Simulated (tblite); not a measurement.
C6H11BrSi2.
Atom-mapped SMILES: `[CH:1]#[C:2][CH2:3][CH2:4][Si:5]1([Br:6])[CH2:7][SiH2:8][CH2:9]1` (hydrogens: H10 on C1; H11, H12 on C3; H13, H14 on C4; H15, H16 on C7; H17, H18 on Si8; H19, H20 on C9)

Computed with GFN2-xTB (tblite), gas phase: L-BFGS steps from a force-field or distance-geometry start until the largest atomic force falls under 0.01 eV/Å.

Step 110: E = -705.5712 eV
```
atom  x, y, z in Å  |  force x, y, z in eV/Å
C1      3.2642    0.7411    0.5451    0.028  -0.012   0.024
C2      2.8181   -0.0225   -0.2615   -0.167  -0.047  -0.050
C3      2.1671   -0.9399   -1.1809    0.021   0.027   0.011
C4      0.7556   -1.2908   -0.6965    0.051   0.046   0.006
Si5    -0.3685    0.2276   -0.4799   -0.038   0.034  -0.012
Br6     0.3621    1.9309   -1.7452    0.005   0.029  -0.003
C7     -0.8374    0.8044    1.2808   -0.052   0.059  -0.046
Si8    -2.7086    0.5522    0.8986    0.079   0.025  -0.053
C9     -2.2258   -0.0396   -0.8579    0.063  -0.053  -0.075
H10     3.7002    1.4057    1.2321   -0.019  -0.039  -0.064
H11     2.7837   -1.8408   -1.2665   -0.059  -0.030   0.008
H12     2.1059   -0.4836   -2.1738    0.076   0.062   0.033
H13     0.2772   -1.9794   -1.3954    0.126  -0.011  -0.056
H14     0.8320   -1.8142    0.2551   -0.024  -0.024   0.075
H15    -0.5552    1.8265    1.5251   -0.008  -0.038  -0.043
H16    -0.4463    0.1777    2.0776   -0.017  -0.007   0.004
H17    -3.3025   -0.4995    1.7102   -0.060  -0.081   0.081
H18    -3.5163    1.7640    0.8792    0.012   0.069   0.045
H19    -2.4892   -1.0693   -1.0837   -0.042  -0.025   0.044
H20    -2.6215    0.5602   -1.6752    0.026   0.016   0.070
```

Step 111: E = -705.5752 eV
```
atom  x, y, z in Å  |  force x, y, z in eV/Å
C1      3.2272    0.7531    0.5691   -0.004  -0.077  -0.040
C2      2.8010   -0.0194   -0.2419   -0.124   0.014   0.016
C3      2.1730   -0.9414   -1.1750    0.004   0.048   0.046
C4      0.7539   -1.3026   -0.7160    0.063  -0.002   0.020
Si5    -0.3704    0.2153   -0.4949   -0.021   0.037  -0.003
Br6     0.3536    1.9126   -1.7750   -0.001   0.015   0.006
C7     -0.8171    0.8035    1.2690   -0.044   0.028  -0.042
Si8    -2.6932    0.5586    0.9091    0.038  -0.017  -0.041
C9     -2.2326   -0.0407   -0.8528    0.059  -0.041  -0.019
H10     3.6467    1.4243    1.2629   -0.047  -0.088  -0.112
H11     2.7963   -1.8386   -1.2553   -0.062  -0.012   0.023
H12     2.1251   -0.4811   -2.1669    0.073   0.058   0.040
H13     0.2869   -1.9845   -1.4319    0.151   0.031  -0.011
H14     0.8168   -1.8388    0.2322   -0.028   0.011   0.007
H15    -0.5257    1.8248    1.5034   -0.011  -0.027  -0.035
H16    -0.4215    0.1790    2.0664   -0.020   0.007  -0.019
H17    -3.2879   -0.4897    1.7312   -0.025  -0.030   0.042
H18    -3.4975    1.7738    0.8941    0.022   0.055   0.045
H19    -2.5111   -1.0659   -1.0787   -0.035  -0.030   0.041
H20    -2.6288    0.5683   -1.6616    0.010   0.021   0.036
```

Step 112: E = -705.5824 eV
```
atom  x, y, z in Å  |  force x, y, z in eV/Å
C1      3.1805    0.7693    0.5980   -0.007  -0.072  -0.036
C2      2.7736   -0.0132   -0.2131   -0.087  -0.012   0.013
C3      2.1808   -0.9412   -1.1624   -0.029   0.050   0.043
C4      0.7538   -1.3196   -0.7416    0.056  -0.052   0.025
Si5    -0.3769    0.1942   -0.5180    0.045   0.013   0.003
Br6     0.3329    1.8912   -1.8105   -0.004  -0.010   0.013
C7     -0.7897    0.7975    1.2493   -0.038  -0.050  -0.010
Si8    -2.6726    0.5677    0.9228   -0.066  -0.057   0.001
C9     -2.2437   -0.0458   -0.8459    0.020  -0.005   0.078
H10     3.5777    1.4512    1.2939   -0.042  -0.085  -0.096
H11     2.8109   -1.8344   -1.2357   -0.041   0.015   0.040
H12     2.1557   -0.4709   -2.1506    0.048   0.034   0.025
H13     0.3132   -1.9966   -1.4820    0.145   0.087   0.057
H14     0.7984   -1.8699    0.2028   -0.033   0.050  -0.080
H15    -0.4804    1.8148    1.4708   -0.013   0.015  -0.011
H16    -0.3915    0.1717    2.0463   -0.017   0.033  -0.053
H17    -3.2794   -0.4740    1.7592    0.052   0.081  -0.043
H18    -3.4624    1.7976    0.9143    0.060  -0.017   0.042
H19    -2.5502   -1.0623   -1.0716   -0.019  -0.026   0.020
H20    -2.6359    0.5833   -1.6387   -0.030   0.007  -0.030
```

**Question.** Estimate the geometry and energy of step 113. (The exact step hangs on the optimiser's Hessian estimate; all steps are aligned on step 112, rigid shifts and turns removed.)

**Answer.** E = -705.5872 eV, largest force 0.213 eV/Å
```
atom  x, y, z in Å  |  force x, y, z in eV/Å
C1      3.1234    0.7816    0.6352   -0.058  -0.145  -0.134
C2      2.7434   -0.0065   -0.1854   -0.032   0.086   0.125
C3      2.1877   -0.9421   -1.1484   -0.036   0.019   0.012
C4      0.7483   -1.3287   -0.7743    0.094  -0.057   0.003
Si5    -0.3825    0.1840   -0.5469    0.049   0.008   0.009
Br6     0.3025    1.8781   -1.8572    0.006  -0.027   0.017
C7     -0.7566    0.7924    1.2277   -0.052  -0.068  -0.033
Si8    -2.6461    0.5782    0.9375   -0.070  -0.054  -0.023
C9     -2.2560   -0.0514   -0.8358    0.028   0.026   0.099
H10     3.4910    1.4753    1.3359   -0.035  -0.100  -0.097
H11     2.8242   -1.8339   -1.1965   -0.058   0.051   0.034
H12     2.1956   -0.4743   -2.1396    0.026   0.013   0.059
H13     0.3329   -1.9950   -1.5405    0.137   0.116   0.114
H14     0.7678   -1.8916    0.1647   -0.034   0.047  -0.121
H15    -0.4300    1.8030    1.4498   -0.013   0.051  -0.016
H16    -0.3532    0.1587    2.0138    0.007   0.002  -0.022
H17    -3.2524   -0.4555    1.7837    0.051   0.088  -0.035
H18    -3.4137    1.8222    0.9361    0.048  -0.027   0.041
H19    -2.5760   -1.0659   -1.0512   -0.013  -0.016   0.013
H20    -2.6555    0.5819   -1.6215   -0.046  -0.012  -0.043
```

The energy changes by -0.0048 eV. The first-order estimate −F·Δx gives -0.0071 eV and the mean of the old and new forces, exact on a quadratic surface, -0.0047 eV. The step makes an angle of 85° with the force vector and moves no atom by more than 0.099 Å.

The cost below is that of the whole relaxation. The run took 9.2 s of wall time on an Intel Xeon at 2.50 GHz with one thread, shared host.
